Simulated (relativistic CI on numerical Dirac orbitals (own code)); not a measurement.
Computed by Dirac-Coulomb-Breit CI, orbitals from a KLI potential per configuration, QED by a radiative potential, unscaled Slater integrals (own radial code, finite nucleus).

Configurations in the expansion (outside the closed core 1s2): 2s2, 2s 2p, 2p2, 2p 3s, 2p 3p, 2s 3s, 2s 3p, 2s 3d, 2s 4s, 2s 4p, 2s 4d, 2s 4f, 2s 5s, 3s2, 2s 5p, 2s 5d, 2s 5f, 2s 5g, 3s 3p, 3p2. Levels of other configurations are missing.

At this charge energies of transitions that change n are usually good to better than 1 %, and those within a shell (Δn = 0) to a few per cent.

Outline of the computed level scheme of Ru XLI. Lowest level of each configuration: 2s2 1S_0 at 0.00 eV; 2s 2p 3P°_0 at 79.84 eV; 2p2 3P_0 at 230.86 eV; 2s 3s 3S_1 at 3460.60 eV; 2s 3p 3P°_0 at 3500.05 eV; 2s 3d 3D_1 at 3561.15 eV; 2p 3s 3P°_0 at 3562.53 eV; 2p 3p 3D_1 at 3589.37 eV; 2s 4s 3S_1 at 4652.16 eV.

Some strong electric-dipole decays among the lowest 36 levels: 2s 3d 3D_3 → 2s 2p 3P°_2 (2.0e+14 s⁻¹); 2s 3d 3D_2 → 2s 2p 3P°_1 (1.7e+14 s⁻¹); 2s 3d 1D_2 → 2s 2p 1P°_1 (1.7e+14 s⁻¹); 2s 3d 3D_1 → 2s 2p 3P°_0 (1.4e+14 s⁻¹); 2s 3d 3D_1 → 2s 2p 3P°_1 (9.5e+13 s⁻¹); 2p 3p 3P_0 → 2s 2p 3P°_1 (7.3e+13 s⁻¹); 2p 3p 1S_0 → 2s 2p 1P°_1 (6.8e+13 s⁻¹); 2s 3p 1P°_1 → 2s2 1S_0 (6.6e+13 s⁻¹).

LS names give the leading component of a level, which can be under half, so a name can repeat, a term be missing and a line seem to break the LS rules.
